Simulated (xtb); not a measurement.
xtb input file for C5H7FO, SMILES C1C[C@](OC)(C=1)F, GFN2-xTB. 

```
$ xtb mol.xyz --gfn 2 --sp --chrg 0 --uhf 0 --json
$ cat mol.xyz
14

C      1.99724639    -0.40572287    -0.52527360
O      1.22276519     0.62726809     0.04040427
C     -0.11139517     0.33311943     0.26537807
F     -0.51419107     1.23222106     1.22061268
C     -0.56032260    -1.08835394     0.54868526
C     -1.38627098    -1.11205949    -0.49330397
C     -1.09084763     0.29057685    -0.95234377
H      2.99266054     0.01450679    -0.65044694
H      2.04729621    -1.27826905     0.13293413
H      1.60705704    -0.71686080    -1.49990896
H     -0.30654240    -1.77245436     1.33578436
H     -2.05556260    -1.85137479    -0.89261428
H     -1.91528112     0.99533144    -0.86810171
H     -0.61448967     0.39562676    -1.92524658
```

It prints:

```
[banner left out]
          |                Calculation Setup                |
           -------------------------------------------------



           -------------------------------------------------
          |                 G F N 2 - x T B                 |
           -------------------------------------------------

        Reference                      10.1021/acs.jctc.8b01176
      * Hamiltonian:
        H0-scaling (s, p, d)           1.850000    2.230000    2.230000
        zeta-weighting                 0.500000
      * Dispersion:
        s8                             2.700000
        a1                             0.520000
        a2                             5.000000
        s9                             5.000000
      * Repulsion:
        kExp                           1.500000    1.000000
        rExp                           1.000000
      * Coulomb:
        alpha                          2.000000
        third order                    shell-resolved
        anisotropic                    true
        a3                             3.000000
        a5                             4.000000
        cn-shift                       1.200000
        cn-exp                         4.000000
        max-rad                        5.000000


          ...................................................
          :                      SETUP                      :
          :.................................................:
          :  # basis functions                  35          :
          :  # atomic orbitals                  35          :
          :  # shells                           21          :
          :  # electrons                        40          :
          :  max. iterations                   250          :
          :  Hamiltonian                  GFN2-xTB          :
          :  restarted?                      false          :
          :  GBSA solvation                  false          :
          :  PC potential                    false          :
          :  electronic temp.          300.0000000     K    :
          :  accuracy                    1.0000000          :
          :  -> integral cutoff          0.2500000E+02      :
          :  -> integral neglect         0.1000000E-07      :
          :  -> SCF convergence          0.1000000E-05 Eh   :
          :  -> wf. convergence          0.1000000E-03 e    :
          :  Broyden damping             0.4000000          :
          :  net charge                          0          :
          :  unpaired electrons                  0          :
          ...................................................

 iter      E             dE          RMSdq      gap      omega  full diag
   1    -23.2070168 -0.232070E+02  0.418E+00    4.93       0.0  T
   2    -23.2427422 -0.357254E-01  0.232E+00    4.57       1.0  T
   3    -23.2401921  0.255005E-02  0.116E+00    4.53       1.0  T
   4    -23.2430922 -0.290012E-02  0.535E-01    4.52       1.0  T
   5    -23.2461013 -0.300907E-02  0.129E-01    4.59       1.0  T
   6    -23.2462333 -0.131980E-03  0.517E-02    4.59       1.0  T
   7    -23.2462355 -0.222233E-05  0.135E-02    4.59       2.0  T
   8    -23.2462356 -0.142158E-06  0.405E-03    4.59       6.6  T
   9    -23.2462357 -0.268789E-07  0.104E-03    4.59      25.7  T
  10    -23.2462357 -0.175105E-08  0.520E-04    4.59      51.4  T
  11    -23.2462357 -0.350727E-09  0.112E-04    4.59     238.7  T

   *** convergence criteria satisfied after 11 iterations ***

         #    Occupation            Energy/Eh            Energy/eV
      -------------------------------------------------------------
         1        2.0000           -0.8119529             -22.0944
       ...           ...                  ...                  ...
        14        2.0000           -0.4913546             -13.3704
        15        2.0000           -0.4873095             -13.2604
        16        2.0000           -0.4792387             -13.0407
        17        2.0000           -0.4615028             -12.5581
        18        2.0000           -0.4432242             -12.0607
        19        2.0000           -0.4287654             -11.6673
        20        2.0000           -0.4112878             -11.1917 (HOMO)
        21                         -0.2426310              -6.6023 (LUMO)
        22                          0.0032227               0.0877
        23                          0.0171871               0.4677
        24                          0.0362637               0.9868
        25                          0.0670435               1.8243
       ...                                ...                  ...
        35                          0.7282769              19.8174
      -------------------------------------------------------------
                  HL-Gap            0.1686569 Eh            4.5894 eV
             Fermi-level           -0.3269594 Eh           -8.8970 eV

 SCC (total)                   0 d,  0 h,  0 min,  0.010 sec
 SCC setup                      ...        0 min,  0.000 sec (  1.067%)
 Dispersion                     ...        0 min,  0.000 sec (  0.831%)
 classical contributions        ...        0 min,  0.000 sec (  0.276%)
 integral evaluation            ...        0 min,  0.002 sec ( 15.378%)
 iterations                     ...        0 min,  0.005 sec ( 47.764%)
 molecular gradient             ...        0 min,  0.003 sec ( 33.374%)
 printout                       ...        0 min,  0.000 sec (  1.181%)

         :::::::::::::::::::::::::::::::::::::::::::::::::::::
         ::                     SUMMARY                     ::
         :::::::::::::::::::::::::::::::::::::::::::::::::::::
         :: total energy             -23.009086415200 Eh    ::
         :: gradient norm              0.000111359822 Eh/a0 ::
         :: HOMO-LUMO gap              4.589387422538 eV    ::
         ::.................................................::
         :: SCC energy               -23.246219874062 Eh    ::
         :: -> isotropic ES            0.033583443091 Eh    ::
         :: -> anisotropic ES          0.000763011601 Eh    ::
         :: -> anisotropic XC          0.001588595938 Eh    ::
         :: -> dispersion             -0.008474589529 Eh    ::
         :: repulsion energy           0.237133458862 Eh    ::
         :: add. restraining           0.000000000000 Eh    ::
         :: total charge              -0.000000000000 e     ::
         :::::::::::::::::::::::::::::::::::::::::::::::::::::

           -------------------------------------------------
          |                Property Printout                |
           -------------------------------------------------

    * Orbital Energies and Occupations

         #    Occupation            Energy/Eh            Energy/eV
      -------------------------------------------------------------
         1        2.0000           -0.8119529             -22.0944
       ...           ...                  ...                  ...
         8        2.0000           -0.5695851             -15.4992
         9        2.0000           -0.5631382             -15.3238
        10        2.0000           -0.5515481             -15.0084
        11        2.0000           -0.5309909             -14.4490
        12        2.0000           -0.5226862             -14.2230
        13        2.0000           -0.5063024             -13.7772
        14        2.0000           -0.4913546             -13.3704
        15        2.0000           -0.4873095             -13.2604
        16        2.0000           -0.4792387             -13.0407
        17        2.0000           -0.4615028             -12.5581
        18        2.0000           -0.4432242             -12.0607
        19        2.0000           -0.4287654             -11.6673
        20        2.0000           -0.4112878             -11.1917 (HOMO)
        21                         -0.2426310              -6.6023 (LUMO)
        22                          0.0032227               0.0877
        23                          0.0171871               0.4677
        24                          0.0362637               0.9868
        25                          0.0670435               1.8243
        26                          0.0790460               2.1510
        27                          0.1250782               3.4036
        28                          0.1558733               4.2415
        29                          0.1733725               4.7177
        30                          0.1918929               5.2217
        31                          0.2185456               5.9469
       ...                                ...                  ...
        35                          0.7282769              19.8174
      -------------------------------------------------------------
                  HL-Gap            0.1686569 Eh            4.5894 eV
             Fermi-level           -0.3269594 Eh           -8.8970 eV

     #   Z          covCN         q      C6AA      α(0)
     1   6 C        3.647     0.037    20.274     6.470
     2   8 O        1.703    -0.299    18.968     5.880
     3   6 C        3.952     0.303    16.007     5.685
     4   9 F        0.785    -0.239    11.643     4.031
     5   6 C        3.164    -0.067    29.295     8.846
     6   6 C        3.230    -0.025    27.787     8.560
     7   6 C        4.078    -0.082    21.972     6.658
     8   1 H        0.925     0.073     2.048     2.238
     9   1 H        0.924     0.042     2.422     2.434
    10   1 H        0.924     0.035     2.510     2.478
    11   1 H        0.926     0.051     2.304     2.374
    12   1 H        0.926     0.051     2.309     2.376
    13   1 H        0.925     0.065     2.142     2.289
    14   1 H        0.925     0.052     2.292     2.368

 Mol. C6AA /au·bohr⁶  :       1769.106480
 Mol. C8AA /au·bohr⁸  :      39271.184904
 Mol. α(0) /au        :         62.684700


Wiberg/Mayer (AO) data.
largest (>0.10) Wiberg bond orders for each atom

 ---------------------------------------------------------------------------
     #   Z sym  total        # sym  WBO       # sym  WBO       # sym  WBO
 ---------------------------------------------------------------------------
     1   6 C    3.941 --     2 O    0.980     8 H    0.979    10 H    0.979
                             9 H    0.977
     2   8 O    2.120 --     3 C    0.995     1 C    0.980
     3   6 C    3.881 --     2 O    0.995     5 C    0.967     7 C    0.942
                             4 F    0.921
     4   9 F    1.032 --     3 C    0.921
     5   6 C    3.977 --     6 C    1.926    11 H    0.968     3 C    0.967
     6   6 C    3.978 --     5 C    1.926     7 C    1.022    12 H    0.968
     7   6 C    3.989 --     6 C    1.022    14 H    0.967    13 H    0.965
                             3 C    0.942
     8   1 H    0.995 --     1 C    0.979
     9   1 H    0.998 --     1 C    0.977
    10   1 H    0.999 --     1 C    0.979
    11   1 H    0.997 --     5 C    0.968
    12   1 H    0.997 --     6 C    0.968
    13   1 H    0.996 --     7 C    0.965
    14   1 H    0.997 --     7 C    0.967
 ---------------------------------------------------------------------------

Topologies differ in total number of bonds
Writing topology from bond orders to xtbtopo.mol

molecular dipole:
                 x           y           z       tot (Debye)
 q only:        0.086      -0.939      -0.790
   full:        0.034      -1.127      -0.890       3.651
molecular quadrupole (traceless):
                xx          xy          yy          xz          yz          zz
 q only:        3.142      -1.258      -1.901       0.164      -2.068      -1.240
  q+dip:        2.605      -0.799      -2.397       1.801      -4.107      -0.208
   full:        2.984      -1.383      -2.318       0.748      -3.330      -0.667
Note: The following floating-point exceptions are signalling: IEEE_UNDERFLOW_FLAG IEEE_DENORMAL
normal termination of xtb


           -------------------------------------------------
          | TOTAL ENERGY              -23.009086415200 Eh   |
          | GRADIENT NORM               0.000111359822 Eh/α |
          | HOMO-LUMO GAP               4.589387422538 eV   |
           -------------------------------------------------

------------------------------------------------------------------------
------------------------------------------------------------------------
 total:
 SCF:
```

The run converged.

Cost: very roughly 0.04 core-seconds.
